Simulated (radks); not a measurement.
Q: Species: Ga II. Configuration: [Ar] 3d8 4s2 4p2 (not the ground configuration). All-electron calculation, Dirac Kohn-Sham, BLYP, spin-unpolarised, spherical densities, finite nucleus; open shells fill j = l - 1/2 first; Fermi nuclear charge, rms radius 3.9973 fm. Program: a radial shooting solver on a logarithmic mesh with Libxc functionals.

Spin-orbit splittings of the eigenvalues, e(l+1/2) - e(l-1/2), with zeta = 2 splitting/(2l+1) and mean radii in bohr:

| shell | occ. | splitting (eV) | zeta (eV) | <r> j=l-1/2 | <r> j=l+1/2 |
|---|---|---|---|---|---|
| 2p | 6 | ? | ? | 0.1883 | 0.1918 |
| 3p | 6 | 3.793 | 2.529 | 0.6575 | 0.6674 |
| 3d | 8 | 0.5326 | 0.2130 | 0.7265 | 0.7307 |
| 4p | 2 | 0.2793 | 0.1862 | 2.389 | 2.424 |

Estimate the 2p splitting.

A: 27.65 eV (zeta = 18.44 eV).
